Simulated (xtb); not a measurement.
xtb input:

```bash
xtb mol.xyz --gfnff --opt tight --chrg 0 --uhf 0
```
mol.xyz:
```
8

F     -1.41283264     0.50318779    -0.91452087
C     -0.75314035    -0.19074546     0.01355477
F     -1.26852215     0.08451845     1.21216775
F     -0.89488974    -1.49345035    -0.23328280
C      0.75314035     0.19074546    -0.01355477
F      0.89488974     1.49345035     0.23328280
F      1.26852215    -0.08451845    -1.21216775
F      1.41283264    -0.50318779     0.91452087
```

Question: Which total energy does the run end on?

Answer: -0.91864 Eh (GFN-FF).
